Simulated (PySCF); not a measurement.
**Finite-field polarisability of F (fluorine, neutral)**

[He] 2s2 2p5, 2P determinant. All numbers are calculated (PySCF 2.14, the spin-free X2C one-electron Hamiltonian (Gaussian nucleus), in x2c-TZVPPall with one added diffuse shell each of s, p, d type (6s4p3d1f, 40 functions)). Frozen: 1s2. Energy changes in a uniform field (μhartree):

```tsv
axis	F (au)	HF	MP2	CCSD	CCSD(T)
x	0.0081	-98.967	-107.241	-106.380	-107.486
x	0.0162	-395.933	-429.055	-425.604	-430.036
y	0.0078	-101.070	-112.591	-111.595	-113.324
y	0.0156	-404.481	-450.651	-446.653	-453.586
```

By symmetry the remaining axis equals y.

Problem. Derive α along x at CCSD(T) from the two fields.

Solution. With ΔE = −αF²/2 − γF⁴/24, α = −(16 ΔE(F) − ΔE(2F))/(6F²) = 3.276 bohr³.

Problem. And the mean polarisability at each level?

Solution. The components xx, yy, zz at CCSD(T) are 3.276, 3.725, 3.725, the third axis being equal by symmetry to one of the two computed. Means: HF 3.220, MP2 3.557, CCSD 3.526, CCSD(T) 3.575 bohr³. Reference: 3.74 ± 0.08 bohr³ (recommended; Schwerdtfeger and Nagle, table of static dipole polarizabilities (2023 update)).
